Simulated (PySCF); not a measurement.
**Telling isomers of C4H10OSi apart by NMR**

PySCF 2.14 calculation with GIAO PBE0/pcSseg-1 shieldings and structure optimised with GFN2-xTB; one conformer, equivalent nuclei averaged, non-relativistic Hamiltonian, isolated molecule.

Referencing at the same level of theory: ¹H (σref 31.72) and ¹³C (σref 186.93) against TMS. Where no couplings were computed, multiplicities follow the n + 1 count of equivalent neighbours, and m marks all less simple cases (inequivalent or close neighbours, rings, F or P nearby). Shifts are as computed. Against solution values, carbons near 30 ppm lie about +3 ppm off and those near 130 ppm about +5 ppm (rms about the fit 2.1 ppm; single classes can miss by 10 ppm). Of 1328 compounds with measured shifts, 309 miss one by over three times the rms of a fit or turn the order of signals round; such compounds aren't used in these exercises. Signals without a measured value on file couldn't be tested in this way; 1H shifts scatter by 0.2 ppm about their fit, and single ones miss by 0.5 ppm. OH and NH positions are gas-phase values without hydrogen bonding to other molecules.

(1) Tabulate the signals of `CC/C=C/[SiH2]O`, `CO[SiH2]C1CC1` and their relative energies.

(2) What is the quickest way to tell CC/C=C/[SiH2]O from CO[SiH2]C1CC1?

Answers

(1) 
| SMILES | carbon types | δC | δH | E rel. (kcal/mol) |
| --- | --- | --- | --- | --- |
| CC/C=C/[SiH2]O | 2×CH 1×CH2 1×CH3 | 159.9, 132.3, 37.0, 16.6 | 6.33 (m, 1H), 5.75 (m, 1H), 5.18 (d, 2H), 2.29 (m, 2H), 1.08 (t, 3H), 0.87 (br s, 1H) | 0.0 |
| CO[SiH2]C1CC1 | 1×CH 2×CH2 1×CH3 | 54.1, 3.4, -4.5 | 4.66 (d, 2H), 3.83 (s, 3H), 0.63 (m, 2H), 0.07 (m, 2H), -0.14 (m, 1H) | 16.5 |

Energies are electronic energies at PBE0/pcSseg-1 on these geometries, without zero-point or thermal terms, each for the one conformer computed, which needn't be the lowest.

(2) Count the carbon signals: 4 against 3. The first has an alkene CH at 159.9 ppm, the second a three-membered-ring carbon (CH) at -4.5 ppm. Their most deshielded carbons lie at 159.9 and 54.1 ppm. In the proton spectra the most deshielded non-exchanging signals are 6.33 (m, 1H) and 4.66 (d, 2H).
